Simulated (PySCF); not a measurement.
Spinor energies of O³⁺ (oxygen, charge +3)

Start: [He] 2s1 2p1 3s1; 2s1/2 filled at m_j = +1/2; 2p3/2 filled at m_j = +3/2; 3s1/2 filled at m_j = +1/2. Calculated with PySCF 2.14 in x2c-SVPall-2c with one added diffuse shell of s type (4s2p1d, 15 functions): generalised Hartree-Fock with the X2C-1e Hamiltonian and a Gaussian nucleus; one run each with spin-orbit coupling (SO) switched off, then screened by Boettger's factors. This is a chosen level, not necessarily the ground level.

| spinor shell | electrons | ε, spin-free (eV) | ε, screened SO (eV) | weight of nominal j (screened SO) | rms radius, screened SO (bohr) |
| --- | --- | --- | --- | --- | --- |
| 1s1/2 | 2 | -654.20 | -654.21 | 1.000 | 0.229 |
| 2s1/2 | 1 | -103.52 | -103.52 | 1.000 | 1.02 |
| 2p3/2 | 1 | -91.424 | -91.406 | 1.000 | 0.962 |
| 3s1/2 | 1 | -32.395 | -32.395 | 1.000 | 2.79 |

```
   quantity  spin-free  screened SO
E (hartree)  -69.12238    -69.12173
        M_J        5/2          5/2
       ⟨J²⟩      8.751        8.751
       ⟨L²⟩      2.001        2.001
       ⟨S²⟩      3.750        3.750
```

Each row is a mean over spinors that exchange with the open shell spreads, by up to 5.312 eV (1s1/2).

Without spin-orbit coupling the j labels of p, d and f shells carry no meaning; the spin-free column gives the mean over the occupied spinors of each nl shell.
